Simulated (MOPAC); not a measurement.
Job for MOPAC: PM3 on BrFSe (SMILES F[Se]Br), a point of a bond scan (R = 2.381 Å).

```
PM3 1SCF PRECISE CHARGE=0 THREADS=1
BrFSe

Se     0.51016666 1    -0.43084229 1     0.77837054 1
F      1.81061680 1    -1.62272650 1    -0.82138693 1
Br    -0.87448098 1     0.75634609 1    -0.65156810 1
```

It printed:

```
*******************************************************************************
 **                                                                           **
 **                              MOPAC v23.2.5                                **
 **                                                                           **
 *******************************************************************************
 ** MOPAC's Digital Object Identifier: https://doi.org/10.5281/zenodo.6511958 **
 **                                                                           **
 ** Please cite the open-source release paper for use of this MOPAC version:  **
 ** J. E. Moussa and J. J. P. Stewart (2026)                                  **
 ** MOPAC: An open-source semiempirical molecular orbital program             **
 ** J. Open Source Softw., 11(119), 8025, https://doi.org/10.21105/joss.08025 **
 *******************************************************************************

                              PM3 CALCULATION RESULTS

 *******************************************************************************
 *  PM3        - The PM3 Hamiltonian to be used
 *
 *
 *
 *                 CHARGE ON SYSTEM = 0
 *
 *
 *
 *  PRECISE    - TIGHTER CRITERIA TO BE USED
 *  1SCF       - DO 1 SCF AND THEN STOP
 *  THREADS=1  - MULTI-THREADING NOT USED
 *  T=         - A TIME OF 172800.0 SECONDS REQUESTED
 *  DUMP=N     - RESTART FILE WRITTEN EVERY 7200.0 SECONDS REQUESTED
 *******************************************************************************
PM3 1SCF PRECISE CHARGE=0 THREADS=1
 BrFSe

   ATOM   CHEMICAL          X               Y               Z
  NUMBER   SYMBOL      (ANGSTROMS)     (ANGSTROMS)     (ANGSTROMS)

     1      Se          0.51016666  *  -0.43084229  *   0.77837054  *
     2       F          1.81061680  *  -1.62272650  *  -0.82138693  *
     3      Br         -0.87448098  *   0.75634609  *  -0.65156810  *



          CARTESIAN COORDINATES

    NO.       ATOM           X           Y           Z

     1        Se          0.5102     -0.4308      0.7784
     2         F          1.8106     -1.6227     -0.8214
     3        Br         -0.8745      0.7563     -0.6516

  F: (PM3): J. J. P. STEWART, J. COMP. CHEM. 10, 209 (1989).
 Se: (PM3): J. J. P. STEWART, J. COMP. CHEM. 12, 320-341 (1991).
 Br: (PM3): J. J. P. STEWART, J. COMP. CHEM. 10, 209 (1989).

           Empirical Formula: Se F Br  =     3 atoms



      MOLECULAR POINT GROUP   :   Cs


      RHF CALCULATION, NO. OF DOUBLY OCCUPIED LEVELS = 10


 -------------------------------------------------------------------------------
 PM3 1SCF PRECISE CHARGE=0 THREADS=1
 BrFSe



     1SCF WAS SPECIFIED, SO BFGS WAS NOT USED
     SCF FIELD WAS ACHIEVED


                              PM3 CALCULATION
                                                       MOPAC v23.2.5 Linux




          FINAL HEAT OF FORMATION =         17.34528 KCAL/MOL =      72.57264 KJ/MOL


          COSMO AREA              =        107.57 SQUARE ANGSTROMS
          COSMO VOLUME            =         92.69 CUBIC ANGSTROMS

          IONIZATION POTENTIAL    =         10.434747 EV
          HOMO LUMO ENERGIES (EV) =        -10.435 -3.744
          NO. OF FILLED LEVELS    =         10
          MOLECULAR WEIGHT        =        177.8624         POINT GROUP:  Cs

          MOLECULAR DIMENSIONS (Angstroms)

            Atom       Atom       Distance
           Br     3    F     2     3.59146
           Se     1   Br     3     1.51486
           Br     3    F     2     0.00000


          SCF CALCULATIONS        =          1





   ATOM   CHEMICAL          X               Y               Z
  NUMBER   SYMBOL      (ANGSTROMS)     (ANGSTROMS)     (ANGSTROMS)

     1      Se          0.51016666  *  -0.43084229  *   0.77837054  *
     2       F          1.81061680  *  -1.62272650  *  -0.82138693  *
     3      Br         -0.87448098  *   0.75634609  *  -0.65156810  *

                             CARTESIAN COORDINATES

   1   Se        0.510166660    -0.430842290     0.778370540
   2    F        1.810616800    -1.622726500    -0.821386930
   3   Br       -0.874480980     0.756346090    -0.651568100


           Empirical Formula: Se F Br  =     3 atoms



      MOLECULAR POINT GROUP   :   Cs


                  EIGENVALUES
 -22.76738 -19.45071 -18.37195 -15.17068 -15.10899 -14.49085 -13.46586 -13.02664
 -12.31730 -10.43475  -3.74413  -3.37331


              NET ATOMIC CHARGES AND DIPOLE CONTRIBUTIONS

  ATOM NO.   TYPE          CHARGE      No. of ELECS.   s-Pop       p-Pop
    1         Se           0.268200        5.7318     1.97891     3.75289
    2          F          -0.243194        7.2432     1.92938     5.31382
    3         Br          -0.025006        7.0250     1.93764     5.08736
 DIPOLE           X         Y         Z       TOTAL
 POINT-CHG.    -1.353     1.250     2.040     2.749
 HYBRID        -0.107     0.089    -0.238     0.276
 SUM           -1.460     1.338     1.802     2.678


          ATOMIC ORBITAL ELECTRON POPULATIONS

     Atom    s        px        py        pz
    1 Se   1.97891   1.36690   1.50243   0.88356
    2  F   1.92938   1.78876   1.82320   1.70185
    3 Br   1.93764   1.65680   1.74460   1.68596

 **********************
 *                    *
 * JOB ENDED NORMALLY *
 *                    *
 **********************




 == MOPAC DONE ==
```

The run finished.

Cost: very roughly 0.010 core-seconds.
